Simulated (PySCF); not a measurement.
# Adding and removing an electron: SiI

r²SCAN; Si def2-TZVPPD, I def2-TZVPPD with ECP28; scalar-relativistic core potentials (PySCF 2.14). Neutral (UKS): doublet (π ↑), Re = 2.448 Å, ωe = 358 cm⁻¹, De = 3.37 eV, HOMO -4.55 eV, LUMO -3.91 eV.

SiI⁺ (UKS): singlet (closed shell), Re = 2.324 Å, ωe = 448 cm⁻¹, De = 4.42 eV to Si⁺ + I. The energies at the minima are -587.26069 hartree for SiI and -586.99339 for SiI⁺.

**Question.** Work out the adiabatic ionisation energy, without and with harmonic zero-point energies (1 hartree = 27.2114 eV, 1 eV = 8065.5 cm⁻¹), and the change of the bond length.

**Answer.** At r²SCAN: 0.26730 hartree = 7.274 eV between the minima; the zero-point term (448.0 − 358.0)/2 cm⁻¹ = +0.006 eV makes it 7.279 eV. Re changes by -12.4 pm against the neutral. The electron leaves a π orbital, and the shorter bond of the ion fits an antibonding orbital, or a change in how ionic the bond is.

SiI⁻ (UKS): triplet (π ↑↑), Re = 2.652 Å, ωe = 243 cm⁻¹, De = 1.74 eV to Si + I⁻. The energies at the minima are -587.26069 hartree for SiI and -587.32071 for SiI⁻.

**Question.** Work out the adiabatic electron affinity, without and with harmonic zero-point energies (1 hartree = 27.2114 eV, 1 eV = 8065.5 cm⁻¹), and the change of the bond length.

**Answer.** At r²SCAN: 0.06002 hartree = 1.633 eV between the minima; the zero-point term (358.0 − 243.0)/2 cm⁻¹ = +0.007 eV makes it 1.640 eV. Re changes by +20.4 pm against the neutral. The electron enters a π orbital, and the longer bond of the ion fits an antibonding orbital, or a change in how ionic the bond is.

Spin–orbit coupling is left out, which matters for elements this heavy, above all for dissociation energies. For an ion De counts to the pair picked by the measured ionisation energies or electron affinities, which need not be the lowest pair at this level. The highest Kohn–Sham level is positive in this anion. Much of that is self-interaction error, but it also means that the finite basis helps to hold the extra electron. States were picked by a PBE0 search and need not be the measured ground states.
